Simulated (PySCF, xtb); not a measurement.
C4H5BO2, SMILES C=C1C=COB1O. The values are those of a single conformer.

Harmonic wavenumbers (cm⁻¹) from GFN2-xTB (xtb) at its own minimum, in rising order: 154, 231, 235, 396, 439, 535, 608, 646, 691, 695, 774, 819, 830, 902, 903, 957, 1039, 1081, 1132, 1196, 1269, 1369, 1407, 1606, 1671, 3078, 3109, 3126, 3154, 3604.

**Question.** What does B3LYP-D3(BJ)/def2-SVP (PySCF) give at its own minimum? (The exact figures need the calculation; the answer reports its results.)

**Answer.** 160, 238, 263, 425, 475, 555, 566, 693, 713, 748, 811, 813, 927, 951, 958, 976, 1054, 1156, 1178, 1286, 1349, 1441, 1514, 1635, 1710, 3124, 3214, 3223, 3240, 3836. Paired by order, the mean absolute difference is 56 cm⁻¹ and the zero-point energies are 53.8 and 56.1 kcal/mol.
